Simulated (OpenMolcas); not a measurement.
# Mo3+: ligand-field states by method

Mo3+ with its 6 nearest fluoride ions at 2.009 Å, on the Zn site of KZnF3 (a = 4.054 Å, distance in the model lattice 2.027 Å). The rest of the host is ab initio model potentials to 7.6 Å, with orthogonalisation functions on the cations behind the ligands, and point charges beyond; the distance is set by hand and nothing relaxes, and no local charge compensation is placed. Ligand basis ANO-RCC-VDZP.
```
Mo    0.0000    0.0000    0.0000
F     2.0090    0.0000    0.0000
F     0.0000    2.0090    0.0000
F    -2.0090    0.0000    0.0000
F     0.0000   -2.0090    0.0000
F     0.0000    0.0000    2.0090
F     0.0000    0.0000   -2.0090
```

```
Program             : OpenMolcas
Basis               : ANO-RCC-VTZP [7s6p4d2f1g]
Scalar Hamiltonian  : DKH2, point nucleus
Active space        : 3 electrons in 5 orbitals (4d)
State averaging     : 2S+1 = 4 even, 10 roots; 2S+1 = 2 even, 40 roots
Spin-orbit coupling : state interaction with AMFI integrals over the reference wave functions
```

I. CASSCF
II. SS-CASPT2, IPEA 0.25 Eh, imaginary shift 0.1 Eh (closed shells correlated: 4s 4p and the ligand valence shells)
III. SS-CASPT2, IPEA 0.5 Eh, imaginary shift 0.1 Eh (closed shells correlated: 4s 4p and the ligand valence shells)

Spin-free states (labels of O, the rotations of Oh) in cm-1, each column counted from its own energy of the first state listed:

```csv
State,Degeneracy,I,II,III
4A2,1,0,0,0
2E,2,14591,11020,10940
2T1,3,15005,11060,10860
2T2,3,22669,17820,17800
4T2,3,27233,28070,28100
4T1,3,35253,34200,34470
2A1,1,38901,35970,37040
2T2,3,41426,38720,39040
2T1,3,41719,38700,39110
2E,2,43278,39560,40350
2T1,3,47192,42880,43280
2T2,3,51888,45900,46570
2A2,1,53470,46780,48030
4T1,3,57586,58000,58250
2E,2,63608,55890,56520
2T1,3,68407,66680,66890
2T2,3,70062,68090,67760
2T1,3,75485,71640,72150
2T2,3,90344,83660,83380
2E,2,100897,99960,98880
```

From I to II, I's first state of the same spin (4T2) moves from 27233 to 28070 cm-1, by about +840 cm-1.

From I to II, I's first state of another spin (2E) moves from 14591 to 11020 cm-1, by about -3600 cm-1.

I: A least-squares ligand-field fit to the states below 45000 cm-1, each weighted by its degeneracy and with a free common offset, gives 10Dq = 27150 cm-1, B = 747 cm-1 and C = 2897 cm-1 (C/B = 3.88), with an rms deviation of 51 cm-1. The same method and metal basis give the free ion B = 813 cm-1 (fit to its terms below 60000 cm-1, rms deviation 33 cm-1), so the nephelauxetic ratio is β = 747 / 813 = 0.92; it hangs on how both fits weigh the states, and computed free-ion B values tend to be too large, so β mixes covalency with correlation.

II: A least-squares ligand-field fit to the states below 45000 cm-1, each weighted by its degeneracy and with a free common offset, gives 10Dq = 27729 cm-1, B = 559 cm-1 and C = 2130 cm-1 (C/B = 3.81), with an rms deviation of 233 cm-1. The same method and metal basis give the free ion B = 671 cm-1 (fit to its terms below 60000 cm-1, rms deviation 271 cm-1), so the nephelauxetic ratio is β = 559 / 671 = 0.83; it hangs on how both fits weigh the states, and computed free-ion B values tend to be too large, so β mixes covalency with correlation.

III: A least-squares ligand-field fit to the states below 45000 cm-1, each weighted by its degeneracy and with a free common offset, gives 10Dq = 28321 cm-1, B = 553 cm-1 and C = 2224 cm-1 (C/B = 4.02), with an rms deviation of 174 cm-1. 

From I to II, 10Dq changes by +2 %, B by -25 % and C by -26 %.

χT at 300 K: I 1.78, II 1.78, III 1.78 cm3 K/mol.

Roots that are degenerate in the reference are averaged as groups; the widest CASPT2 spread within a group is 770 cm-1 (the 3-fold group of multiplicity 2 near 68100 cm-1 above the lowest state of its run, II). Shifts and gaps below about the spread of the groups concerned are not significant. Over all roots computed the reference weight is 0.72 to 0.73 in II, 0.73 to 0.74 in III; a low but even weight reflects the number of correlated electrons. The least metal-like active orbital is 83 % on the metal (Löwdin) and no ligand orbital is active, so the numbers are rough. Ligand-to-metal charge-transfer states are missing. With no ligand orbital active B as a rule stays too high, so bands that hang on it stand too high and its fall with covalency is understated. Without dynamic correlation the repulsion within the d shell is too large (B by tens of per cent), so at a given field states of lower spin stand too high (holds for I). With metal d orbitals alone the field can be off either way by tens of per cent (holds for I). With one d shell and no ligand orbital active, 10Dq can be off by a tenth or more (holds for II; III). No measured value stands beside these numbers; the geometry was set by hand and not optimised.
